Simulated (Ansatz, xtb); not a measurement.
# Relative energy of two structures of AlFGeH3Sb

Structure X: a singlet given by its coordinates. Structure Y: a singlet given by its coordinates. Both are isolated molecules in the gas phase, relaxed with PBE-D3(BJ)/def2-SVP.

X (Å):

```json
{"atom": "Al", "x (Å)": "-3.8257", "y (Å)": "1.6374", "z (Å)": "0.5384"}
{"atom": "F", "x (Å)": "-5.3656", "y (Å)": "1.1143", "z (Å)": "0.1036"}
{"atom": "Ge", "x (Å)": "-1.8973", "y (Å)": "0.1819", "z (Å)": "0.1936"}
{"atom": "Sb", "x (Å)": "0.3343", "y (Å)": "1.0203", "z (Å)": "0.8591"}
{"atom": "H", "x (Å)": "-3.7015", "y (Å)": "3.0943", "z (Å)": "1.1697"}
{"atom": "H", "x (Å)": "-2.0339", "y (Å)": "-1.2389", "z (Å)": "-0.4249"}
{"atom": "H", "x (Å)": "1.0809", "y (Å)": "-0.4617", "z (Å)": "0.3397"}
```

Close contacts (Å): Al1–F2 1.68, Al1–Ge3 2.44, Ge3–Sb4 2.48, Al1–H5 1.59, Ge3–H6 1.56, Sb4–H7 1.74.

Y (Å):

```yaml
atoms:
  - { symbol: Al, position_ang: [-1.7706, 0.3801, 1.3329] }
  - { symbol: F, position_ang: [-2.6337, -0.8276, 2.1342] }
  - { symbol: Ge, position_ang: [-1.7263, 0.5136, -1.1214] }
  - { symbol: Sb, position_ang: [-3.6140, 2.0224, -0.3517] }
  - { symbol: H, position_ang: [-2.7053, 2.1115, 1.2116] }
  - { symbol: H, position_ang: [-2.2490, -0.0650, -2.4715] }
  - { symbol: H, position_ang: [-0.5764, 1.0985, 2.0954] }
```

Close contacts (Å): Al1–F2 1.69, Al1–Ge3 2.46, Al1–Sb4 2.99, Ge3–Sb4 2.54, Al1–H5 1.97, Al1–H7 1.59, Ge3–H6 1.56, Sb4–H5 1.81.

Question: Estimate which is lower in electronic energy at CCSD(T)/def2-SVP + ΔMP2/def2-TZVPP, and by roughly how much.

Answer: Too close to call at this level: CCSD(T)/def2-SVP + ΔMP2/def2-TZVPP gives E(Y) − E(X) = +0.38 kcal/mol.

How the difference moves with the method:

| level | geometry | E(Y) − E(X) (kcal/mol) | departure from the last row (kcal/mol) | job, with rough time for the two |
| --- | --- | --- | --- | --- |
| PBE-D3(BJ)/def2-SVP | PBE-D3(BJ)/def2-SVP | −1.90 | −2.28 | optimisation, 39 s |
| HF/def2-SVP | PBE-D3(BJ)/def2-SVP | +9.06 | +8.68 | part of the CCSD(T) run |
| MP2/def2-SVP | PBE-D3(BJ)/def2-SVP | +1.68 | +1.30 | part of the CCSD(T) run |
| CCSD(T)/def2-SVP | PBE-D3(BJ)/def2-SVP | +2.82 | +2.44 | single point |
| CCSD(T)/def2-SVP + ΔMP2/def2-TZVPP | PBE-D3(BJ)/def2-SVP | +0.38 |  | single point, 36 s |

The largest departure from CCSD(T)/def2-SVP + ΔMP2/def2-TZVPP is that of HF/def2-SVP, 8.68 kcal/mol. Levels run at GFN2-xTB geometries aren't shown. The last row adds to CCSD(T) the change of the MP2 difference between the two basis sets, here −2.44 kcal/mol.

With harmonic frequencies from PBE-D3(BJ)/def2-SVP (ideal gas, rigid rotor, one conformer each, 298.15 K, 1 atm): on the last row, ΔE + ΔZPE = +0.49 kcal/mol. A mode under 50 cm⁻¹ makes harmonic enthalpies and free energies unreliable, so none is given.

The correlated steps freeze 19 core orbitals; the filled d shell of Ge and Sb is correlated, in a basis made for valence electrons. Atoms past krypton carry core potentials in the def2 sets and no spin–orbit term is included. Programs: Ansatz 0.2.0; the last row on 2 threads of Intel(R) Xeon(R) Platinum 8375C CPU @ 2.90GHz (Ice Lake) on a shared host.
